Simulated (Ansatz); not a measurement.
Method: Ansatz (a program for electronic structure) with frozen-core CCSD(T)/def2-TZVPP // r2SCAN-D4/def2-TZVP.

Ansatz 0.2 input:
```yaml
crystal:
  periodic: [false, false, false]
  atoms:
    - { symbol: Se, position_ang: [0.735043, -0.000004, -0.000003] }
    - { symbol: H, position_ang: [-0.735043, 0.000004, 0.000003] }
basis:
  gaussian: { orbitals: def2-TZVPP }
correlation:
  method: ccsd_t
magnetization:
  spin_polarized: true
  initial_magnetization: 1
```

Output:

```
Functional definition: HF
399 factors; integrals over basis functions are off by at most 1.6e-3 eV
mean field evaluation 1: about -65318.1124 eV, gradient 6.1e0 eV
mean field evaluation 2: about -65318.1127 eV, gradient 6.1e0 eV
mean field evaluation 4: about -65318.4781 eV, gradient 7.5e-1 eV
mean field evaluation 8: about -65318.4840 eV, gradient 1.0e-3 eV
mean field evaluation 16: about -65317.6935 eV, gradient 8.3e0 eV
mean field evaluation 32: about -65318.4835 eV, gradient 1.7e-1 eV
mean field -65318.48395734 eV, -2400.4100109738 hartree, gradient 7.1e-6 eV, S^2 0.761419; 2 other end points of the search recorded, 0 dependent functions left out
9 core orbitals not correlated
reference -65318.48395734 eV, -2400.4100109738 hartree; 9, 8 occupied and 44, 45 virtual orbitals, 399 factors
second order -6.76045586 eV of doubles, -0.00000000 eV of singles
cycle   1  -6.91261351 eV  change   -1.5e-1 eV  update   5.2e-2
cycle   2  -7.12475903 eV  change   -2.1e-1 eV  update   1.6e-2
cycle   3  -7.13109864 eV  change   -6.3e-3 eV  update   5.6e-3
cycle   4  -7.13206301 eV  change   -9.6e-4 eV  update   1.6e-3
cycle   5  -7.13201044 eV  change    5.3e-5 eV  update   3.9e-4
cycle   6  -7.13191106 eV  change    9.9e-5 eV  update   1.4e-4
cycle   7  -7.13196139 eV  change   -5.0e-5 eV  update   4.8e-5
cycle   8  -7.13196466 eV  change   -3.3e-6 eV  update   1.5e-5
perturbative correction -0.21611764 eV, -0.0079421767 hartree
Total energy: -65325.83203964 eV, -2400.6800480175 hartree
```

Cost: roughly 4 core-seconds.
